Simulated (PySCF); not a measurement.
**Unknown compound**

An unknown has the formula C3H12N2O2Si2. Its calculated NMR data are:

¹H NMR (600 MHz, computed): δ 7.84 (d, 1H), 7.47 (d, 1H), 5.10 (s, 3H), 5.02 (d, 1H), 4.68 (d, 1H), 3.48 (s, 3H), 1.29 (br s, 2H).

¹³C{¹H} NMR (computed): δ 149.3 (CH2), 95.4 (CH), 57.8 (CH3).

- GFN2-xTB geometry
- NMR shieldings at PBE0/pcSseg-1/GIAO
- program: PySCF 2.14.0 with density-fitted response routines
- non-relativistic Hamiltonian, rapidly exchanging positions averaged, no solvent model, single conformer

δ = σ(ref) − σ, references computed at the same level: TMS for ¹H and ¹³C.

Problem. Deduce the structure.

Solution. 
- The formula gives 1 degree of unsaturation (no ring in the answer).
- 3 carbon signals for 3 carbons: no two carbons are equivalent.
- Carbon types of the structure: 1 × CH, 1 × CH2, 1 × CH3, leaving 6 H on heteroatoms.
- δC 149.3: C=N carbon.
- δC 95.4: sp3 CH bonded to N and O and Si; 2 electronegative neighbours deshield it.
- δC 57.8: methyl carbon bonded to O; deshielded by the electronegative neighbour.
- δH 5.02: hydrogen on an sp3 CH bonded to N and O and Si; its carbon carries N and O, hence the downfield position.
- δH 4.68: hydrogen on a silicon bonded to C, N, O.
- δH 3.48: hydrogen on a methyl carbon bonded to O; its carbon carries O, an electronegative neighbour.
- δH 1.29: hydrogen on a nitrogen bonded to Si; exchangeable, gas-phase position.

The compound is SMILES C=N[C@@H](OC)[Si@@H](N)O[SiH3].

The data come from this structure; uniqueness wasn't tested.

The OH or NH signal is concentration- and solvent-dependent in practice; the value given is the gas-phase one. Shifts are as computed. Against solution values, carbons near 30 ppm lie about +3 ppm off and those near 130 ppm about +5 ppm. Of 1309 compounds with measured shifts, 239 miss one by over three times the rms of a fit or turn the order of signals round; such compounds aren't used in these exercises. No couplings were computed; multiplicities are counted from neighbouring protons, with m where these are inequivalent, close in shift, in a saturated or five-membered ring or joined by F or P, and br s for small geminal =CH2 splittings.
